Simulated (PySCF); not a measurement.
# Effect of structural changes

Level of theory: PySCF 2.14.0, TDDFT wB97X-D/def2-SVPD circular dichroism and optical rotation, one conformer, gas phase. Geometry: GFN2-xTB.

Each molecule in one low-energy conformer. The parent is C=C[C@@H]1O[SiH2]O[C@H]1C.

The molecule is flexible and this is one conformer; a measurement averages over conformers.

**Question.** How does the specific rotation at 589.3 nm (origin-invariant length gauge) change along this series?
- C=C[C@@H]1O[SiH2]O[C@H]1C (base)
- C=C[C@@H]1O[SiH2]O[C@@H]1C (diastereomer)

**Answer.** 
| molecule | [α]589 (deg dm⁻¹ (g/mL)⁻¹) | S1 (eV) | R(S1), velocity form (10⁻⁴⁰ esu² cm²) |
| --- | --- | --- | --- |
| C=C[C@@H]1O[SiH2]O[C@H]1C | -174.2 | 7.29 | -28.1 |
| C=C[C@@H]1O[SiH2]O[C@@H]1C | +87.2 | 7.28 | +35.5 |

The specific rotation at 589.3 nm (origin-invariant length gauge) is lowest for C=C[C@@H]1O[SiH2]O[C@H]1C and highest for C=C[C@@H]1O[SiH2]O[C@@H]1C.
